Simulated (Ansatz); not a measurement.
Results of the Gaussian-basis code of Ansatz.

Basis-set series for C₂H₆BGaS, SMILES `[CH3][GaH][B]1CS1`. Total charge 0; spin multiplicity 1. The geometry is a stationary point of PBE0-D4/def2-TZVP. It is one conformer, not always the lowest.

| functional | basis | functions | energy (Eh) | HOMO (eV) | LUMO (eV) |
| --- | --- | --- | --- | --- | --- |
| PBE0-D4 | def2-SVP | 122 | -2426.74065 | -7.41 | -1.36 |
| PBE0-D4 | def2-TZVPP | 267 | -2427.23888 | -7.44 | -1.43 |
| ωB97M-V | def2-SVP | 122 | -2427.06769 | -9.50 | 0.34 |
| ωB97M-V | def2-TZVPP | 267 | -2427.57024 | -9.55 | 0.23 |

Give the rows for def2-QZVPP. (Estimate.)

The calculation gave: 
```json
{"functional": "PBE0-D4", "basis": "def2-QZVPP", "functions": "510", "energy (Eh)": "-2427.30000", "HOMO (eV)": "-7.46", "LUMO (eV)": "-1.47"}
{"functional": "ωB97M-V", "basis": "def2-QZVPP", "functions": "510", "energy (Eh)": "-2427.62924", "HOMO (eV)": "-9.56", "LUMO (eV)": "0.08"}
```

Positive LUMOs are unbound and depend on the basis. Scalar relativity is left out up to krypton.
